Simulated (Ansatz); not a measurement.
```yaml
crystal:
  periodic: [false, false, false]
  atoms:
    - {symbol: C, position_ang: [1.979437, -0.107033, -0.105885]}
    - {symbol: C, position_ang: [0.620429, -0.736399, 0.127984]}
    - {symbol: Ge, position_ang: [-1.183357, 0.396924, 0.445053]}
    - {symbol: Cl, position_ang: [-2.716365, -0.542329, -1.623029]}
    - {symbol: Cl, position_ang: [-1.007696, 2.612843, 0.204100]}
    - {symbol: H, position_ang: [3.043459, -0.601799, -0.115909]}
    - {symbol: H, position_ang: [1.708930, 0.993868, 0.000974]}
    - {symbol: H, position_ang: [0.520555, -2.013991, 0.123232]}
    - {symbol: H, position_ang: [-2.308947, 0.012756, 1.526207]}
basis:
  gaussian: {orbitals: def2-TZVPD}
total_charge: 1
magnetization: {spin_polarized: true, initial_magnetization: 1}
hamiltonian: {xc: {name: SPW92}}
relax: {f_tol: 0.0001, max_steps: 1}
```

```sh
$ ansatz run in.yaml --threads 4 --pin off --events-out ev --progress --plain --max-ram 10444MiB
```

It prints (some lines left out):

```
Functional definition: SPW92
1485 factors; their error is unknown
mean field evaluation 1: about -83491.6181 eV, gradient 5.3e1 eV
mean field evaluation 2: about -83341.8175 eV, gradient 1.2e2 eV
mean field evaluation 4: about -83499.8225 eV, gradient 2.9e1 eV
mean field evaluation 8: about -83504.4851 eV, gradient 1.2e1 eV
mean field evaluation 16: about -83506.0306 eV, gradient 2.7e-1 eV
mean field evaluation 32: about -83506.0309 eV, gradient 2.9e-6 eV
mean field -83506.03087300 eV, -3068.7900321622 hartree, gradient 2.9e-6 eV, S^2 0.752568; 10 other end points of the search recorded, 0 dependent functions left out
reference -83506.03094237 eV, -3068.7900347113 hartree; 41, 40 occupied and 215, 216 virtual orbitals, 1485 factors
relax step   1: F+E_penalty+E_count = -83506.03087300 eV  Δ(F+E_penalty+E_count) = +0.000e0 eV  max|allowed force component| = 4.668e0 eV/Å  Δτ_max = 0.0000 Å  (426 SCF iters, accepted)
Error: geometry relaxation did not converge after 1 steps: max|allowed force component| = 4.67e0 eV/Å (threshold 1.0e-4). Raise `relax.max_steps` over both its present limit and 1, loosen `relax.f_tol`, or start from a geometry closer to equilibrium. Where this run's directory can be resumed (`checkpoint.write`), a resume goes on for up to `relax.max_steps` more
```

**Question.** What is wrong with this run?

**Answer.** The relaxation is allowed too few steps for its threshold. No converged result was reached.
